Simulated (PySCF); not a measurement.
# Working out the ionisation energy of Ti⁺

Ti⁺ [Ar] 3d2 4s1 (4F) → Ti²⁺ [Ar] 3d2 (3F). Computed with PySCF 2.14 in cc-pVTZ-DK (7s6p4d2f1g, 68 functions), with scalar relativity by spin-free X2C-1e. Frozen: [Ar]. Energies in hartree (1 hartree = 27.21139 eV):

```
             part  Ti⁺ (lower)  Ti²⁺ (upper)
              UHF  -852.543294   -852.067769
MP2 opposite-spin     0.000000      0.000000
    MP2 same-spin    -0.011084     -0.004482
```

Question: What does Hartree-Fock give?

Answer: (-852.067769) − (-852.543294) = 0.475525 hartree = 12.940 eV.

Question: What do MP2 and SCS-MP2 (6/5 opposite-spin, 1/3 same-spin) give?

Answer: The opposite-spin parts differ by 0.000 eV and the same-spin parts by 0.180 eV. MP2: 12.940 + (0.000) + (0.180) = 13.120 eV. SCS-MP2: 12.940 + 1.2 × (0.000) + (0.180)/3 = 13.000 eV.

Reference: 13.575 eV (measured; NIST Atomic Spectra Database, ionization energies), between the lowest levels; spin-orbit coupling is absent from the calculation.

What remains against the reference includes basis incompleteness, the frozen core and correlation beyond second order.
